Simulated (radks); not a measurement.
The numbers below are computed, except where a source is named.
These are the eigenvalues of the occupied orbitals of an atom or ion with whole-number occupations (hartree). Code: a radial shooting solver on a logarithmic mesh with Libxc functionals. Model: scalar-relativistic Kohn-Sham, SCAN, spin-polarised, spherical densities, finite nucleus; meta-GGA in the generalised Kohn-Sham scheme; Fermi nuclear charge, rms radius of each element as measured or else 0.836 A^(1/3) + 0.57 fm.

1s down: -731.7542
1s up: -731.7538
2s up: -105.3213
2s down: -105.3079
2p up: -94.22001
2p down: -94.20980
3s up: -19.53895
3s down: -19.53342
3p up: -15.86448
3p down: -15.85742
3d up: -9.92248
3d down: -9.90956
4s up: -4.10075
4s down: -4.02470
4p up: -3.09474
4p down: -3.01010
4d up: -1.63522
7f up: -0.16532

Which element is it, and in what charge state? The configuration may be excited. Open shells, if any, are filled with parallel spins first.

Answer. Z = 42, molybdenum, charge +3: Mo3+ in [Kr] 4d2 7f1. The list shows which subshells hold electrons but not how many an open one holds; the 1s level, -731.75 hartree, gives Z - s = 38.3 by -(Z - s)^2/2, which with screening and relativity narrows Z to a few neighbours, and the depths of the outer levels then fix element, charge and occupations together.
